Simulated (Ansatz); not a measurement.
Relaxation of a periodic cell of 14 atoms, H$_{9}$O$_{4}$F (contents 4 H2O + 1 HF, density as packed 1.24 g/cm³ with natural masses), to a largest force component of 0.3 eV/Å in at most 15 steps.

The calculation used Ansatz, DFT PBE, scalar-relativistic, plane waves, PAW. Settings: accuracy low, cutoff 420 eV, k mesh 1x1x1, fermi-dirac smearing 0.02 eV, no spin polarisation.

```xyz
14
Lattice="4.9759 0.0000 0.0000 0.0000 4.9759 0.0000 0.0000 0.0000 4.9759" Properties=species:S:1:pos:R:3
O 1.850 4.503 1.972
H 1.087 5.068 1.781
H 1.771 3.778 1.335
O 4.116 1.632 2.165
H 3.728 2.219 1.498
H 3.952 0.743 1.817
O 0.675 1.878 5.099
H 1.634 1.815 5.215
H 0.554 2.684 4.576
O 3.831 3.959 4.567
H 3.236 4.195 3.840
H 3.530 3.079 4.840
F 1.733 1.792 3.106
H 1.748 2.716 3.244
```

Where does it end, and by what steps?

The run ended unconverged. Limits of this set-up: coarse k mesh, low accuracy level. After 14 steps the energy has fallen by 3.522 eV; H5 moved furthest, 1.50 Å. Parted: F13–H14. Joined: O1–H14.

```json
{"step": "0", "energy less start (eV)": "0.0000", "largest force component (eV/Å)": "1.320", "accepted": "yes"}
{"step": "1", "energy less start (eV)": "-0.5536", "largest force component (eV/Å)": "1.423", "accepted": "yes"}
{"step": "2", "energy less start (eV)": "-0.9760", "largest force component (eV/Å)": "2.184", "accepted": "yes"}
{"step": "3", "energy less start (eV)": "-1.4692", "largest force component (eV/Å)": "2.287", "accepted": "yes"}
{"step": "4", "energy less start (eV)": "-1.9141", "largest force component (eV/Å)": "0.963", "accepted": "yes"}
{"step": "5", "energy less start (eV)": "-2.2493", "largest force component (eV/Å)": "0.671", "accepted": "yes"}
{"step": "6", "energy less start (eV)": "-2.5783", "largest force component (eV/Å)": "0.624", "accepted": "yes"}
{"step": "7", "energy less start (eV)": "-2.8769", "largest force component (eV/Å)": "0.537", "accepted": "yes"}
{"step": "8", "energy less start (eV)": "-3.1136", "largest force component (eV/Å)": "0.623", "accepted": "yes"}
{"step": "9", "energy less start (eV)": "-3.3256", "largest force component (eV/Å)": "0.640", "accepted": "yes"}
{"step": "10", "energy less start (eV)": "-3.4150", "largest force component (eV/Å)": "0.498", "accepted": "yes"}
{"step": "11", "energy less start (eV)": "-3.4781", "largest force component (eV/Å)": "0.300", "accepted": "yes"}
{"step": "12", "energy less start (eV)": "-3.5203", "largest force component (eV/Å)": "0.404", "accepted": "yes"}
{"step": "13", "energy less start (eV)": "-3.5221", "largest force component (eV/Å)": "0.601", "accepted": "yes"}
{"step": "14", "energy less start (eV)": "-3.5009", "largest force component (eV/Å)": "0.425", "accepted": "no"}
```

```xyz
14
Lattice="4.9759 0.0000 0.0000 0.0000 4.9759 0.0000 0.0000 0.0000 4.9759" Properties=species:S:1:pos:R:3
O 1.738 3.916 1.913
H 0.996 4.577 2.127
H 1.229 3.273 1.269
O 4.637 0.460 2.141
H 4.879 1.262 1.587
H 4.045 -0.017 1.540
O 0.345 2.423 5.412
H 0.999 2.274 4.673
H -0.272 3.144 5.051
O 3.733 4.368 4.647
H 3.969 4.923 3.870
H 3.037 3.741 4.329
F 2.183 2.458 3.711
H 1.924 3.260 2.786
```

Time of the run: 23 s on 1 CPU thread of a shared host.
